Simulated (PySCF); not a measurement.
**Static response to an electric field**

Species: C5H3FOS.
Numbering: `[O:1]=[C:2]([F:3])[c:4]1[cH:5][cH:6][cH:7][s:8]1` (hydrogens: H9 on C5; H10 on C6; H11 on C7)

Structure used (GFN2-xTB), in Å, numbered top down from 1:
```
atom  x, y, z in Å
O1     2.7882    1.2058    0.5722
C2     2.0976    0.3013    0.2405
F3     2.6796   -0.8984   -0.0926
C4     0.6658    0.2261    0.1151
C5    -0.1081   -0.8443   -0.2739
C6    -1.4754   -0.5414   -0.2762
C7    -1.7244    0.7457    0.1079
S8    -0.3035    1.6167    0.4808
H9     0.3075   -1.7987   -0.5425
H10   -2.2444   -1.2404   -0.5491
H11   -2.6775    1.2302    0.1918
```

Level: wB97X-D/def2-SVPD (PySCF), static field, nuclei fixed, core orbitals frozen in the response. The polarisability tensor in these axes (au):

```
x   100.86   2.94   4.68
y     2.94  81.97  10.86
z     4.68  10.86  51.58
```

Problem. What are the eigenvalues, a third of the trace, and Δα (Δα² = ½Σ(αi − αj)² over the three pairs)?

Solution. Principal values 47.86, 84.39 and 102.17 au; mean 78.14 au = 11.58 Å³ = 12.88 × 10⁻⁴⁰ C²·m²/J; Δα = 47.96 au (61 % of the mean).

Problem. What is the dipole moment, and where does it point?

Solution. (-4.42, -1.01, -0.63) D, 4.58 D in size, pointing from the negative to the positive side. Measured along this direction, the outermost atoms are O1 at the negative end and H10 at the positive end.

Problem. Orientational against electronic polarisability at 250 K (dilute gas, rigid molecules)?

Solution. In Gaussian units μ²/3kT = 202.63 Å³ against 11.58 Å³, a ratio of 17.50; the Debye molar polarisation (4π/3)N_A(α + μ²/3kT) is 540.4 cm³/mol, leaving out the vibrational part.

Problem. What would n − 1 = 2πNα be for an ideal gas of these molecules at 350 K and 1 atm, electronic part alone?

Solution. N = p/kT = 2.0968 × 10¹⁹ cm⁻³, so n − 1 = 2π × N × 11.58 × 10⁻²⁴ cm³ = 1525 × 10⁻⁶ at long wavelengths.

Problem. Form Σ f/ω² (atomic units) for the 8 lowest TDDFT singlets, given as eV and f, and set it beside the mean polarisability, which is this sum over all singlets: 5.00, 0.1827; 5.31, 0.1534; 5.45, 0.0000; 6.68, 0.0000; 6.72, 0.0015; 7.09, 0.0017; 7.39, 0.0669; 7.46, 0.0020.

Solution. They add up to 10.42 au, 13.3 % of the 78.14 au; the largest single term is 5.41 au, from the state at 5.00 eV. Terms in order: 5.41, 4.02, 0.00, 0.00, 0.02, 0.03, 0.91, 0.03 au. Higher excitations give the rest. The strengths listed sum to 0.408.

Problem. Estimate the molar refractivity from the static electronic polarisability.

Solution. Lorentz–Lorenz: R = (4π/3)N_A α = 2.5225 cm³/(mol·Å³) × 11.58 Å³ = 29.2 cm³/mol, in the limit of long wavelengths.

Problem. Give the eigenvalues of the traceless quadrupole moment Θ = ½Σq(3rr − r²1), origin at the centre of nuclear charge.

Solution. -2.10, -1.71, 3.81 D·Å. The values depend on the origin, since the dipole doesn't vanish. The electronic extent ⟨r²⟩ about the same centre is 1038 bohr², a root-mean-square distance of 2.10 Å for the 66 electrons.

Isolated species at its GFN2-xTB geometry (one conformer only).
